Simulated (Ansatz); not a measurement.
C2H7OSi, SMILES `CO[SiH]C` radical: the same geometry under several functionals.

```yaml
crystal:
  periodic: [false, false, false]
  atoms:
    - {symbol: C, position_ang: [-1.058393, 1.696389, -0.565623]}
    - {symbol: O, position_ang: [-0.749504, 0.425763, -0.045688]}
    - {symbol: Si, position_ang: [0.584334, -0.441842, -0.481620]}
    - {symbol: C, position_ang: [0.717438, -1.862958, 0.719791]}
    - {symbol: H, position_ang: [-1.838285, 2.140360, 0.055951]}
    - {symbol: H, position_ang: [-0.185959, 2.360638, -0.556659]}
    - {symbol: H, position_ang: [-1.431171, 1.624707, -1.592957]}
    - {symbol: H, position_ang: [1.786456, 0.457317, -0.413177]}
    - {symbol: H, position_ang: [1.607563, -2.458495, 0.504539]}
    - {symbol: H, position_ang: [-0.156396, -2.513566, 0.652013]}
    - {symbol: H, position_ang: [0.789317, -1.485214, 1.744030]}
basis:
  gaussian: {orbitals: def2-TZVPP}
magnetization: {spin_polarized: true, initial_magnetization: 1}
hamiltonian: {xc: {name: BHLYP}, dispersion: d4}
output: {orbitals: {seedname: orbitals}}
```

```sh
$ ansatz run in.yaml --threads 4 --pin off --events-out ev --progress --plain --max-ram 10444MiB
```

It prints (some lines left out):

```
Functional definition: BHLYP
1342 factors; their error is unknown
mean field evaluation 1: about -12105.3411 eV, gradient 4.1e1 eV
mean field evaluation 2: about -12104.6588 eV, gradient 4.3e1 eV
mean field evaluation 4: about -12112.1043 eV, gradient 1.9e0 eV
mean field evaluation 8: about -12112.1220 eV, gradient 1.1e-1 eV
mean field evaluation 16: about -12112.1785 eV, gradient 5.5e-4 eV
mean field -12112.17848328 eV, -445.1143493311 hartree, gradient 2.7e-5 eV, S^2 0.752558; 0 other end points of the search recorded, 0 dependent functions left out
reference -12112.17867828 eV, -445.1143564973 hartree; 21, 20 occupied and 212, 213 virtual orbitals, 1342 factors
Total energy: -12112.40852882 eV, -445.1228033487 hartree
```

Hardware: 4 threads of an AMD EPYC 9R45 on a shared host. Wall time 1.6 s, peak host memory 0.71 GiB.

The same input with `hamiltonian: {xc: {name: B97M-V}}` (abridged; 3.1 s):

```
Functional definition: B97M-V
mean field evaluation 16: about -12111.8862 eV, gradient 4.1e-4 eV
mean field -12111.88617928 eV, -445.1036073572 hartree, gradient 4.9e-5 eV, S^2 0.752092
Total energy: -12111.88624472 eV, -445.1036097622 hartree
```

The same input with `hamiltonian: {xc: hse06, dispersion: d4}` (abridged; 1.4 s):

```
Functional definition: HSE06
mean field evaluation 16: about -12105.8726 eV, gradient 1.5e-4 eV
mean field -12105.87264940 eV, -444.8826142103 hartree, gradient 3.7e-5 eV, S^2 0.752056
Total energy: -12106.02322549 eV, -444.8881477797 hartree
```

The same input with `hamiltonian: {xc: {name: LC-wPBE}}` (abridged; 1.4 s):

```
Functional definition: LC-wPBE
mean field evaluation 16: about -12109.5915 eV, gradient 4.5e-4 eV
mean field -12109.59152082 eV, -445.0192802144 hartree, gradient 2.2e-5 eV, S^2 0.752469
Total energy: -12109.59152083 eV, -445.0192802147 hartree
```

Changing it to `hamiltonian: {xc: {name: B3LYP}, dispersion: d4}` and forces (abridged; 1.6 s):

```
Functional definition: B3LYP
mean field evaluation 16: about -12115.3584 eV, gradient 1.3e-4 eV
mean field -12115.35840860 eV, -445.2312094311 hartree, gradient 3.1e-5 eV, S^2 0.751702
Total energy: -12115.67061418 eV, -445.2426827745 hartree
Atom 0 force    -0.137726     0.352250    -0.098654 eV/Å
Atom 1 force    -0.002760    -0.174169     0.111352 eV/Å
Atom 2 force     0.158963    -0.010900    -0.124591 eV/Å
Atom 3 force     0.017602    -0.110668     0.084943 eV/Å
Atom 4 force     0.042096    -0.013370    -0.043010 eV/Å
Atom 5 force    -0.052001    -0.030310    -0.002206 eV/Å
Atom 6 force     0.017845     0.010321     0.054007 eV/Å
Atom 7 force    -0.043883    -0.028958     0.007954 eV/Å
Atom 8 force    -0.046015     0.016040     0.025997 eV/Å
Atom 9 force     0.049699     0.022268     0.018127 eV/Å
Atom 10 force    -0.003821    -0.032504    -0.033919 eV/Å
Dipole moment:     0.000268     0.079646    -0.002169 e Å
```

With the line `hamiltonian: {xc: {name: r2SCANh}, dispersion: d4}` (abridged; 2 s):

```
Functional definition: r2SCANh
mean field evaluation 16: about -12111.2351 eV, gradient 1.1e-4 eV
mean field -12111.23505535 eV, -445.0796789940 hartree, gradient 4.2e-5 eV, S^2 0.753032
Total energy: -12111.28542692 eV, -445.0815301153 hartree
```

HSE06 is the plane-wave form, built on full-range PBE exchange.

B3LYP takes the VWN-RPA correlation (the form of Gaussian; ORCA's B3LYP/G).
